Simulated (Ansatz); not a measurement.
**Match the barriers**

Saddle point of SiNH$_{4}$F$_{3}$, closed shell (SiNH₃F₂ ([NH2][SiH]([F])[F]) + HF → SiHF₃ ([F][SiH]([F])[F]) + NH₃ (still joined by a long Si–N bond); bonds formed: Si1–F7, N2–H6; bonds broken: H6–F7; bonds weakened to dative contacts: Si1–N2), PBE0-D4/def2-TZVP structure:

```xyz
9
angstrom
Si -0.6231 0.3683 -0.3703
N 0.8281 -0.0857 0.6187
F -0.2252 0.3838 -1.9007
F -0.6908 1.9448 -0.0538
H -1.9482 -0.0696 0.0620
H 0.5216 -1.2273 0.2009
F -0.3044 -1.7150 -0.4581
H 0.7465 0.0809 1.6140
H 1.6956 0.3198 0.2872
```

Computed with Ansatz 0.2.0 (basis: def2-TZVPP, with def2-QZVPP for the basis limit); correlated methods freeze the cores. Extrapolation: Hartree–Fock as exp(−7.88 √X), correlation as X^−2.97. Four methods, as single points on the PBE0-D4 structures, gave these electronic barriers from the start structure: 0.485, 0.591, 0.675, 1.088 eV.

Question: The methods were, in alphabetical order, BLYP-D4, CCSD(T), HF, r2SCAN-D4. Which gave which? (A judgement: the text doesn't fix the answer.)

Answer: The calculation gives: r2SCAN-D4 0.485; BLYP-D4 0.591; CCSD(T) 0.675; HF 1.088 eV. For comparison, CCSD(T) at an estimated basis limit (MP2 extrapolated from triple and quadruple zeta, plus CCSD(T) − MP2 in triple zeta) gives 0.685 eV.

The T1 diagnostic stays at or below 0.012.

Steps of this kind, hydrogen fluoride cutting a network bond, underlie vapour etching and the fluorination step of atomic layer etching.

Labels in which every atom is bracketed show which atoms are joined, not bond orders.

For scale, one of the runs: CCSD(T)/def2-TZVPP, 222 basis functions, launched by `ansatz run in.yaml --threads 4 --pin off --events-out ev --progress --plain --max-ram 9574MiB`. Hardware: 4 CPU threads of an Intel Xeon Platinum 8488C, shared host. Wall time 80 s; peak host memory 3.8 GiB.
